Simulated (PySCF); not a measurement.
CH5ClSn, SMILES [CH3][SnH2][Cl].

Geometry: B3LYP-D3(BJ)/def2-SVP. The def2 effective core potentials stand for the cores of Sn; spin–orbit coupling is left out.

These are B3LYP-D3(BJ)/def2-SVP run with PySCF values and carry that method's errors.

Frequencies are harmonic and unscaled.

```
mode  ν (cm⁻¹)  IR (km/mol)  moving atoms (share of kinetic energy)
----  --------  -----------  --------------------------------------
1           63          0.1                                  H 98 %
2          123          2.2        C 41 %, Cl 24 %, H 22 %, Sn 13 %
3          359         24.9                                  H 94 %
4          360         42.6                        Cl 77 %, Sn 22 %
5          511          3.2                                  H 98 %
6          521         18.4                 C 71 %, H 18 %, Sn 11 %
7          611        112.2                                  H 97 %
8          701        105.2                                  H 99 %
9          778         89.3                          H 83 %, C 15 %
10         792         45.8                          H 83 %, C 16 %
11        1216          0.1                          H 83 %, C 17 %
12        1430          2.3                                  H 95 %
13        1435          2.3                                  H 95 %
14        1901        123.3                                 H 100 %
15        1911        191.0                                  H 99 %
16        3049          4.1                                  H 98 %
17        3157          1.8                          H 90 %, C 10 %
18        3167          0.9                          H 90 %, C 10 %
```
